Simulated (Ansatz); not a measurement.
`C[SiH2]BN`, 12 atoms. The species carries charge 0 and has multiplicity 1. All runs use 2 threads of an Arm Neoverse V2 on a shared host. Correlated methods freeze the cores.

(1) How many basis functions does each run have, and how long does it take in Ansatz? RKS PBE0-D4/def2-TZVP relaxation (8 steps); RKS ωB97M-V/def2-QZVPP energy; RKS PBE0-D4/def2-TZVP frequencies; RKS PBE0-D4/def2-SVP energy; RHF-CCSD(T)/def2-TZVPP energy; RKS ωB97M-V/def2-SVP energy; RHF-CCSD(T)/def2-SVP energy; RKS B3LYP-D4/def2-TZVPP energy and forces; RKS ωB97M-V/def2-TZVPP energy and forces; RKS r2SCANh-D4/def2-TZVPP energy; RHF-MP2/def2-QZVPP energy; RKS PBE-D4/def2-TZVPP energy and forces. (Estimate.)

## Answers

(1) Ansatz gave: Other jobs shared the machine, so times are rough.

```
                    level                   job  functions  wall time  peak host memory (GiB)
     RKS PBE0-D4/def2-SVP                energy        100      1.4 s                    0.19
    RKS PBE-D4/def2-TZVPP     energy and forces        247      3.8 s                    0.28
     RHF-CCSD(T)/def2-SVP                energy        100      5.5 s                    0.41
     RKS ωB97M-V/def2-SVP                energy        100        6 s                    0.27
  RKS B3LYP-D4/def2-TZVPP     energy and forces        247        7 s                    0.61
RKS r2SCANh-D4/def2-TZVPP                energy        247        7 s                    0.52
   RKS ωB97M-V/def2-TZVPP     energy and forces        247       17 s                    0.79
   RKS ωB97M-V/def2-QZVPP                energy        481       29 s                     1.7
       RHF-MP2/def2-QZVPP                energy        481       35 s                     2.8
    RKS PBE0-D4/def2-TZVP  relaxation (8 steps)        178       37 s                    0.39
    RKS PBE0-D4/def2-TZVP           frequencies        178    3.2 min                    0.38
   RHF-CCSD(T)/def2-TZVPP                energy        247     10 min                       2
```

B3LYP here is the variant with VWN-RPA as its local correlation; programs differ in this.
